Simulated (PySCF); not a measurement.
These are PySCF 2.14.0 with PBE0-D4/def2-TZVP values and carry that method's errors. Gas-phase values, no solvent. One relaxed conformer stands for a flexible species; it need not be the lowest. 

Reference species (SMILES): `O=C(O)[SiH2]` (neutral, multiplicity 2).

- highest occupied spin orbital: -6.66 eV

Changed species: `[I]` (radical fragment; the reference has radical fragment).

### Question
Give the shifts of the highest occupied spin orbital.

### Answer
the highest occupied spin orbital falls by 1.20 eV, to -7.86 eV.
